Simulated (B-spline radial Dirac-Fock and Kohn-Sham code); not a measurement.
Atomic SCF run for Tc

ΔSCF core binding energies without Breit or QED terms, calculated with a radial B-spline solver. Keys: rel is the Hamiltonian (dirac, or spin-free x2c and nr, where L3 and M5 stand for the whole 2p and 3d shells), method is hf or an exchange,correlation pair (spin-unpolarised, also for the hole states), nuc the nuclear model, radius_factor scales its radius, rmax is the box in bohr, h the logarithmic mesh step, order the B-spline order, points the quadrature points per cell, c_factor scales the speed of light, and damp, ndamp, maxit and tol steer the iteration. The run stops when the commutator error falls below 10·tol·max(1, Z/10), or the numerical noise floor, and the energy has settled to about 1e-8 Ha; the virial ratio is −V/T.

Input (task.json):

```json
{"items": [{"Z": 43, "q": 0, "cfg": [[1, 0, 2], [2, 0, 2], [2, 1, 6], [3, 0, 2], [3, 1, 6], [3, 2, 10], [4, 0, 2], [4, 1, 6], [4, 2, 5], [5, 0, 2]], "A": 97, "rrms": 4.4112, "do": "settings", "holes": ["K", "L3", "M5"],
  "settings": [{"rel": "dirac", "method": "pbee", "nuc": "fermi", "radius_factor": 1.0, "rmax": 45.0, "h": 0.3, "order": 8, "points": 10, "c_factor": 1.0, "maxit": 87, "damp": 0.5, "ndamp": 3, "tol": 1e-08}]}]}
```

Command: `python xray2_run.py task.json out`

The program stops without a result: KeyError: "LibXCFunctional: name 'PBEE' not found.".

Question: One setting is unsound. Which, and why?

Answer: method names a functional that the program does not serve. With the default settings (Dirac Hartree-Fock): The ground state converged in 12 iterations, with total energy -4284.11356 Ha, virial ratio 1.96249 and highest orbital energy -6.68 eV. ΔSCF binding energies: K (1s) 21114.8 eV, L3 (2p3/2) 2694.4 eV, M5 (3d5/2) 265.2 eV.
